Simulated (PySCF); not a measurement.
# Two-component Hartree-Fock for Ce(50+) (cerium, charge +50)

Start: [He] 2s2 2p4; 2p1/2 filled at m_j = -1/2, +1/2; 2p3/2 filled at m_j = +1/2, +3/2. Calculated with PySCF 2.14 in an even-tempered Gaussian basis (17 s from 30 bohr⁻², ratio 2.4; 13 p from 38 bohr⁻², ratio 2.4; 5 d from 130 bohr⁻², ratio 2.6; 4 f from 200 bohr⁻², ratio 2.6): generalised Hartree-Fock with the X2C-1e Hamiltonian and a Gaussian nucleus; one run each with spin-orbit coupling (SO) switched off, then screened by Boettger's factors.

| spinor shell | electrons | ε, spin-free (eV) | ε, screened SO (eV) | weight of nominal j (screened SO) | rms radius, screened SO (bohr) |
| --- | --- | --- | --- | --- | --- |
| 1s1/2 | 2 | -44805.0 | -44788.4 | 1.000 | 0.0280 |
| 2s1/2 | 2 | -10287.3 | -10282.4 | 1.000 | 0.110 |
| 2p1/2 | 2 | -9704.0 | -10021.8 | 0.999 | 0.0941 |
| 2p3/2 | 2 | -9704.0 | -9555.0 | 0.999 | 0.0992 |

```tsv
quantity	spin-free	screened SO
E (hartree)	-5808.05462	-5821.45695
M_J	2	2
⟨J²⟩	6.000	6.000
⟨L²⟩	2.000	3.224
⟨S²⟩	2.000	1.396
```

Each row is a mean over spinors that exchange with the open shell spreads, by up to 67.121 eV (2s1/2).

Breit and QED terms are absent; they matter most for the inner s and p1/2 levels.

Densities and radii are taken from the X2C orbitals without a picture-change correction, which distorts them close to the nucleus.

Without spin-orbit coupling the j labels of p, d and f shells carry no meaning; the spin-free column gives the mean over the occupied spinors of each nl shell.
